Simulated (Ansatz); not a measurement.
`CSB[SiH3]`, relaxed with RKS PBE0-D4/def2-TZVP in Ansatz from a PBE-D4/def2-SVP geometry. The force threshold is 0.005 eV/Å; the program also tests the step.

The species carries charge 0 and has multiplicity 1.

Start:

```xyz
11

C     0.714   -1.639    1.648
S    -0.357   -1.142    0.240
B     0.093    0.516   -0.156
Si   -0.860    1.410   -1.691
H     1.752   -1.792    1.296
H     0.320   -2.591    2.051
H     0.694   -0.865    2.436
H     0.952    1.080    0.494
H     0.132    1.810   -2.758
H    -1.905    0.535   -2.334
H    -1.536    2.677   -1.225
```

| step | energy (eV) | largest force (eV/Å) | largest move (Å) |
| --- | --- | --- | --- |
| 1 | -20532.4387 | 0.503 | 0.000 |
| 2 | -20532.4735 | 0.270 | 0.032 |
| 3 | -20532.4774 | 0.064 | 0.013 |
| 4 | -20532.4776 | 0.048 | 0.016 |
| 5 | -20532.4782 | 0.019 | 0.033 |
| 6 | -20532.4784 | 0.056 | 0.043 |
| 7 | -20532.4786 | 0.048 | 0.014 |
| 8 | -20532.4787 | 0.136 | 0.104 |
| 9 | -20532.4796 | 0.073 | 0.008 |
| 10 | -20532.4807 | 0.007 | 0.044 |
| 11 | -20532.4818 | 0.066 | 0.101 |
| 12 (rejected) | -20532.4807 | 0.146 | 0.085 |
| 13 | -20532.4826 | 0.042 | 0.042 |
| 14 | -20532.4836 | 0.064 | 0.083 |
| 15 (rejected) | -20532.4832 | 0.136 | 0.080 |
| 16 (rejected) | -20532.4784 | 0.206 | 0.040 |
| 17 | -20532.4842 | 0.017 | 0.020 |
| 18 | -20532.4847 | 0.010 | 0.048 |
| 19 (rejected) | -20532.4824 | 0.204 | 0.110 |
| 20 | -20532.4849 | 0.013 | 0.024 |
| 21 | -20532.4851 | 0.054 | 0.055 |
| 22 | -20532.4853 | 0.027 | 0.003 |
| 23 | -20532.4854 | 0.003 | 0.013 |
| 24 | -20532.4855 | 0.020 | 0.034 |
| 25 (rejected) | -20532.4855 | 0.053 | 0.046 |
| 26 | -20532.4856 | 0.009 | 0.023 |
| 27 | -20532.4856 | 0.011 | 0.018 |
| 28 | -20532.4857 | 0.006 | 0.004 |
| 29 | -20532.4857 | 0.001 | 0.005 |

End:

```xyz
11

C     0.754   -1.646    1.595
S    -0.190   -1.181    0.122
B     0.046    0.533   -0.112
Si   -0.866    1.408   -1.672
H     1.492   -2.399    1.319
H     0.073   -2.069    2.333
H     1.253   -0.770    2.006
H     0.736    1.142    0.652
H     0.146    2.040   -2.566
H    -1.670    0.453   -2.484
H    -1.773    2.489   -1.193
```

It took 120 s on 2 threads of an Arm Neoverse V2 on a shared host, with 0.41 GiB of host memory at the peak.
